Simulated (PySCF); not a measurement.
Compound: C₂H₇NOSi.
Structure used (PBE0-D3(BJ)/def2-SVP), in Å, numbered top down from 1:
```xyz
12
C2H7NOSi angstrom
C      2.2968   -0.0428    0.6661
N      1.6219    1.0164    0.5301
C      0.2213    0.9387    0.2916
O     -0.2861   -0.3657    0.2270
Si    -1.8544   -0.7866   -0.1446
H      1.8571   -1.0527    0.6085
H      3.3770    0.0410    0.8511
H      0.0241    1.4827   -0.6537
H     -0.2768    1.5104    1.0996
H     -2.8082   -0.2470    0.8738
H     -1.8988   -2.2730   -0.1536
H     -2.2399   -0.2457   -1.4857
```

Computed, not measured: PBE0-D3(BJ)/def2-SVP geometry optimisation, gas phase (PySCF 2.14.0).

Masses are those of the commonest isotopes; rigid-rotor values at the optimised geometry. The values belong to one conformer with, in the numbering `[CH2:1]=[N:2][CH2:3][O:4][SiH3:5]`, C1–N2–C3–O4 0°, N2–C3–O4–Si5 -175°.

Question: Give the principal moments of inertia and the rotational constants in MHz.

Answer: Ia = 35.37, Ib = 267.28, Ic = 293.42 u·Å²; 505379 MHz·u·Å²/I gives A = 14288, B = 1891, C = 1722 MHz.

Question: Classify the top.

Answer: A near-prolate asymmetric top: κ = (2 × 1891 − 14288 − 1722)/(14288 − 1722) = -0.97.

Question: Is it planar, by Δ = Ic − Ia − Ib?

Answer: Not planar: Δ = Ic − Ia − Ib = -9.24 u·Å². For a rigid frame Δ = −2 Σ m c², so Σ m c² = 4.62 u·Å² lies off the ab plane: 4.56 from hydrogen and 0.06 from heavier atoms. The atom farthest from that plane is 1.26 Å away.

Question: Give the other two planar moments, Paa and Pbb, and the rms extents of the mass along the axes.

Answer: Paa = Σ m a² = (Ib + Ic − Ia)/2 = 262.66 and Pbb = Σ m b² = (Ia + Ic − Ib)/2 = 30.75 u·Å². With the mass M = 89.03 u, the rms extents √(P/M) along a, b and c are 1.72, 0.59, 0.23 Å.

Question: List the rotational levels J(Ka,Kc) to J = 4 (K).

Answer: Above 0(0,0), as E/k:
J = 1: 1(0,1) 0.173, 1(1,1) 0.768, 1(1,0) 0.776
J = 2: 2(0,2) 0.520, 2(1,2) 1.107, 2(1,1) 1.131, 2(2,1) 2.916, 2(2,0) 2.916
J = 3: 3(0,3) 1.040, 3(1,3) 1.615, 3(1,2) 1.664, 3(2,2) 3.437, 3(2,1) 3.437, 3(3,1) 6.432, 3(3,0) 6.432
J = 4: 4(0,4) 1.733, 4(1,4) 2.292, 4(1,3) 2.373, 4(2,3) 4.130, 4(2,2) 4.131, 4(3,2) 7.125, 4(3,1) 7.125, 4(4,1) 11.318, 4(4,0) 11.318
The levels of one J sum to (2J + 1)J(J + 1)(A + B + C)/3.

Question: Which lines would a microwave search look for?

Answer: The dipole components are |μa| = 1.07 D, |μb| = 0.28 D, |μc| = 0.02 D. The squared components, which scale the intensities, stand as 1.00 : 0.07 : 0.00 (a : b : c). Some lines, for components of 0.1 D or more:

```
type  branch         J(Ka,Kc)     MHz  lower level (cm⁻¹)
   a       Q  3(1,2) ← 3(1,3)    1011               1.123
   a       R  3(1,3) ← 2(1,2)   10586               0.769
   a       R  3(2,1) ← 2(2,0)   10846               2.027
   b       Q  3(1,2) ← 3(0,3)   12994               0.723
   a       R  5(1,5) ← 4(1,4)   17638               1.593
   a       R  5(4,2) ← 4(4,1)   18070               7.867
   a       R  5(3,2) ← 4(3,1)   18072               4.952
   b       Q  5(2,3) ← 5(1,4)   36248               2.266
   b       Q  2(2,1) ← 2(1,2)   37697               0.769
   b       Q  4(2,3) ← 4(1,4)   38290               1.593
   b       Q  5(3,2) ← 5(2,3)   62363               3.475
   b       Q  3(3,1) ← 3(2,2)   62408               2.388
   b       R  4(3,2) ← 3(2,1)   76856               2.389
   b       R  5(5,1) ← 4(4,0)  130400               7.867
```

Not checked by PBE0-D3(BJ)/def2-SVP frequencies. No vibrational averaging or centrifugal distortion is included, and the geometry carries the error of its method. A rigid rotor knows nothing of internal rotation, which can split or shift real lines. Quadrupole hyperfine structure (14N) is left out.
